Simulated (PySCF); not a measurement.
Species: `CC(=O)[Si@@H]1C[SiH2][SiH2][SiH2]1`. The columns A, B, C and D hold Mulliken, IAO, Hirshfeld and ESP-fitted charges (e) of one PBE0/pcSseg-1 density (PySCF), in a shuffled order. Coordinates in Å (GFN2-xTB); the density's dipole moment is (2.04, -0.02, 1.65) D.

| atom | x | y | z | A | B | C | D |
| --- | --- | --- | --- | --- | --- | --- | --- |
| C1 | 2.853 | -0.808 | -0.735 | -0.244 | -0.125 | -0.558 | -0.470 |
| C2 | 1.400 | -0.471 | -0.571 | -0.024 | +0.089 | +0.622 | +0.157 |
| O3 | 0.602 | -0.596 | -1.484 | -0.368 | -0.188 | -0.512 | -0.406 |
| Si4 | 0.715 | 0.245 | 1.066 | +0.287 | +0.244 | +0.111 | +0.529 |
| C5 | -0.740 | -0.950 | 1.394 | -0.809 | -0.247 | -0.354 | -0.789 |
| Si6 | -1.999 | -1.033 | -0.063 | +0.412 | +0.233 | +0.283 | +0.479 |
| Si7 | -2.057 | 1.125 | -0.926 | +0.004 | +0.147 | +0.155 | +0.164 |
| Si8 | -0.317 | 2.170 | 0.249 | +0.172 | +0.144 | +0.116 | +0.157 |
| H9 | 3.105 | -1.601 | -0.033 | +0.141 | +0.058 | +0.152 | +0.166 |
| H10 | 3.082 | -1.128 | -1.749 | +0.133 | +0.051 | +0.161 | +0.162 |
| H11 | 3.449 | 0.065 | -0.475 | +0.139 | +0.057 | +0.140 | +0.164 |
| H12 | 1.763 | 0.096 | 2.093 | -0.038 | -0.075 | -0.078 | -0.101 |
| H13 | -0.373 | -1.953 | 1.609 | +0.171 | +0.039 | +0.098 | +0.162 |
| H14 | -1.267 | -0.628 | 2.293 | +0.173 | +0.037 | +0.114 | +0.160 |
| H15 | -3.273 | -1.471 | 0.542 | -0.060 | -0.089 | -0.124 | -0.117 |
| H16 | -1.628 | -2.117 | -0.971 | -0.025 | -0.077 | -0.062 | -0.094 |
| H17 | -3.349 | 1.803 | -0.700 | -0.026 | -0.080 | -0.088 | -0.090 |
| H18 | -1.884 | 1.216 | -2.379 | -0.003 | -0.069 | -0.051 | -0.070 |
| H19 | -0.720 | 3.055 | 1.354 | -0.018 | -0.076 | -0.057 | -0.084 |
| H20 | 0.635 | 2.991 | -0.516 | -0.016 | -0.073 | -0.067 | -0.079 |

Q: Which column most likely holds the ESP-fitted charges?

A: C. Σ q r misses the density's dipole by 0.02 D (C), 0.94 D (B), 1.17 D (D), 2.11 D (A). Charges fitted to the outside potential are the only set here that is tied to the molecule's multipoles.

Q: And the Hirshfeld charges?

A: B. The mean sizes are 0.110 e (B), 0.163 e (A), 0.195 e (C), 0.230 e (D), and Hirshfeld charges are commonly the smallest of these schemes.

As computed, A = Mulliken, B = Hirshfeld, C = ESP-fitted, D = IAO. Hydrogens on carbon: Mulliken +0.13 to +0.17, Hirshfeld +0.04 to +0.06, ESP-fitted +0.10 to +0.16, IAO +0.16 to +0.17 e.

The IAO scheme counts the electrons in orthogonalised intrinsic atomic orbitals, a minimal basis polarised so that it spans the occupied orbitals exactly. The Mulliken scheme gives each basis function's population to the atom it is centred on and halves the overlap population of two atoms between them.

One conformer (not necessarily the lowest) at the GFN2-xTB geometry, without solvent, vibrations or thermal averaging.

These values come from a run that also computed NMR shieldings. Time: 49 s of wall time; peak memory 1.0 GiB. Hardware: Arm Neoverse V1, one thread, on a shared host.
